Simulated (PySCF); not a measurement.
## Ar⁺: ionisation energy

Ar⁺ [Ne] 3s2 3p5 (2P) → Ar²⁺ [Ne] 3s2 3p4 (3P), as a difference of total energies. Computed with PySCF 2.14 in cc-pV(T+d)Z (5s4p3d1f, 39 functions), with the non-relativistic Hamiltonian (point nucleus). Correlated levels: valence: [Ne] frozen. The calculations carry no spin-orbit coupling.

| method | ionisation energy (eV) |
| --- | --- |
| UHF | 26.375 |
| TPSS | 27.615 |
| MP2 (valence) | 27.343 |
| SCS-MP2 (valence) | 27.338 |
| CCSD (valence) | 27.308 |

Q: Estimate what CCSD(T) (valence) gives.

A: 27.340 eV, closest to SCS-MP2 (valence) among the rows shown.

Q: Estimate what B3LYP gives.

A: 27.718 eV, closest to TPSS among the rows shown.

The reference lies between the lowest fine-structure levels, while these numbers refer to the centres of the terms.

Errors of the correlated levels include the incompleteness of this basis and the frozen core.

For comparison: 27.630 eV (measured; NIST Atomic Spectra Database, ionization energies).
